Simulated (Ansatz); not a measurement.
Species: sum formula ZnHS, charge 1, multiplicity 1. SMILES: [SH][Zn+]
Geometry: optimised at B3LYP-D3(BJ)/def2-TZVP (Ansatz, a first-principles code).

Property: vertical triplet-singlet gap (E(triplet) - E(singlet); each state is the SCF solution reached for its spin), in kJ/mol. Correlated levels leave the core frozen unless marked. UHF or UKS for open shells. Spin-orbit coupling is left out. Frozen are the shells of the preceding noble gas and the d and f shells that filled before the atom's block. No relativistic terms. CBS(X,Y): correlation extrapolated as X^-3; Hartree-Fock from the larger set. [CCSD(T)-MP2]/basis is that difference in the basis named.

| level | program | vertical triplet-singlet gap (kJ/mol) |
|---|---|---|
| PBE/def2-TZVPD | Ansatz | 144.3 |
| CAM-B3LYP/def2-TZVPD | Ansatz | 125.3 |
| wB97X-V/def2-TZVPD | Ansatz | 141.1 |
| SCS-MP2/def2-SVPD | Ansatz | 150.3 |
| RI-MP2/CBS(def2-TZVPPD,def2-QZVPPD)+[CCSD(T)-MP2]/def2-TZVPPD | Ansatz | ? |

### Question
What belongs in the gaps?

### Answer

- RI-MP2/CBS(def2-TZVPPD,def2-QZVPPD)+[CCSD(T)-MP2]/def2-TZVPPD, vertical triplet-singlet gap (kJ/mol): 151.5
